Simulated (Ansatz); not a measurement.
Calculation: B3LYP-D3(BJ)/def2-TZVP in Ansatz (an electronic-structure program). No frequencies were computed at this level.

Ansatz 0.2 input:
```yaml
crystal:
  periodic: [false, false, false]
  atoms:
    - { symbol: Cl, position_ang: [-0.988322, 0.545978, 1.724908] }
    - { symbol: Si, position_ang: [0.027234, -0.017137, 0.085468] }
    - { symbol: Cl, position_ang: [1.714254, -1.002732, 0.553212] }
    - { symbol: Br, position_ang: [-1.245904, -1.26223, -1.205363] }
    - { symbol: Br, position_ang: [0.492737, 1.736121, -1.158224] }
basis:
  gaussian: { orbitals: def2-tzvp }
hamiltonian:
  xc: b3lyp
  dispersion: d3bj
relax:
  max_steps: 150
```

Output:

```
Functional definition: B3LYP
1613 factors; their error is unknown
mean field evaluation 1: about -173023.2950 eV, gradient 1.8e1 eV
mean field evaluation 2: about -173023.4987 eV, gradient 1.5e1 eV
mean field evaluation 4: about -173023.9003 eV, gradient 1.3e0 eV
mean field evaluation 8: about -173024.6735 eV, gradient 4.8e-1 eV
mean field evaluation 16: about -173024.6737 eV, gradient 1.3e-5 eV
mean field -173024.67365599 eV, -6358.5394765216 hartree, gradient 1.3e-5 eV, S^2 0.000000; 0 other end points of the search recorded, 0 dependent functions left out
reference -173024.67393035 eV, -6358.5394866042 hartree; 59, 59 occupied and 148, 148 virtual orbitals, 1613 factors
relax step   1: F+E_penalty+E_count = -173025.20363958 eV  Δ(F+E_penalty+E_count) = +0.000e0 eV  max|allowed force component| = 7.763e-1 eV/Å  Δτ_max = 0.0000 Å  (28 SCF iters, accepted)
these checks for a lower state are left out or cut short: starts, cluster_reference, orbital_swaps, neighbouring_geometries, increment
1613 factors; their error is unknown
mean field -173024.71587120 eV, -6358.5410279020 hartree, gradient 1.6e-5 eV, S^2 0.000000; 0 other end points of the search recorded, 0 dependent functions left out
reference -173024.71614717 eV, -6358.5410380434 hartree; 59, 59 occupied and 148, 148 virtual orbitals, 1613 factors
relax step   2: F+E_penalty+E_count = -173025.23745860 eV  Δ(F+E_penalty+E_count) = -3.382e-2 eV  max|allowed force component| = 2.684e-1 eV/Å  Δτ_max = 0.1234 Å  (30 SCF iters, accepted)
these checks for a lower state are left out or cut short: starts, cluster_reference, orbital_swaps, neighbouring_geometries, increment
1613 factors; their error is unknown
mean field evaluation 32: about -173024.7281 eV, gradient 1.6e-5 eV
mean field -173024.72806067 eV, -6358.5414758568 hartree, gradient 1.6e-5 eV, S^2 0.000000; 0 other end points of the search recorded, 0 dependent functions left out
reference -173024.72833642 eV, -6358.5414859902 hartree; 59, 59 occupied and 148, 148 virtual orbitals, 1613 factors
relax step   3: F+E_penalty+E_count = -173025.25120365 eV  Δ(F+E_penalty+E_count) = -1.375e-2 eV  max|allowed force component| = 6.711e-2 eV/Å  Δτ_max = 0.0403 Å  (31 SCF iters, accepted)
these checks for a lower state are left out or cut short: starts, cluster_reference, orbital_swaps, neighbouring_geometries, increment
1613 factors; their error is unknown
mean field -173024.72769682 eV, -6358.5414624853 hartree, gradient 1.3e-5 eV, S^2 0.000000; 0 other end points of the search recorded, 0 dependent functions left out
reference -173024.72797237 eV, -6358.5414726116 hartree; 59, 59 occupied and 148, 148 virtual orbitals, 1613 factors
relax step   4: F+E_penalty+E_count = -173025.25185754 eV  Δ(F+E_penalty+E_count) = -6.539e-4 eV  max|allowed force component| = 4.055e-2 eV/Å  Δτ_max = 0.0061 Å  (31 SCF iters, accepted)
these checks for a lower state are left out or cut short: starts, cluster_reference, orbital_swaps, neighbouring_geometries, increment
1613 factors; their error is unknown
mean field -173024.72767078 eV, -6358.5414615286 hartree, gradient 1.3e-5 eV, S^2 0.000000; 0 other end points of the search recorded, 0 dependent functions left out
reference -173024.72794633 eV, -6358.5414716548 hartree; 59, 59 occupied and 148, 148 virtual orbitals, 1613 factors
relax step   5: F+E_penalty+E_count = -173025.25190196 eV  Δ(F+E_penalty+E_count) = -4.442e-5 eV  max|allowed force component| = 2.490e-3 eV/Å  Δτ_max = 0.0018 Å  (31 SCF iters, accepted)
1613 factors; their error is unknown
mean field evaluation 64: about -173023.9566 eV, gradient 1.1e-1 eV
mean field -173024.72767078 eV, -6358.5414615286 hartree, gradient 1.3e-5 eV, S^2 0.000000; 1 other end points of the search recorded, 0 dependent functions left out
reference -173024.72794633 eV, -6358.5414716548 hartree; 59, 59 occupied and 148, 148 virtual orbitals, 1613 factors
Total energy: -173025.25217751 eV, -6358.5607367952 hartree
Atom 0 at    -0.984551     0.543849     1.721201 Å, force     0.000642    -0.000346    -0.001643 eV/Å
Atom 1 at     0.009983    -0.006282     0.031330 Å, force     0.000793    -0.000499     0.002490 eV/Å
Atom 2 at     1.709322    -0.999873     0.553278 Å, force    -0.001406     0.000827    -0.000756 eV/Å
Atom 3 at    -1.272705    -1.330117    -1.177450 Å, force    -0.000304    -0.000490    -0.000053 eV/Å
Atom 4 at     0.537949     1.792423    -1.128358 Å, force     0.000275     0.000508    -0.000038 eV/Å
Dipole moment:    -0.006809     0.004284    -0.021369 e Å
```

Cost: around 100 core-seconds (rough).
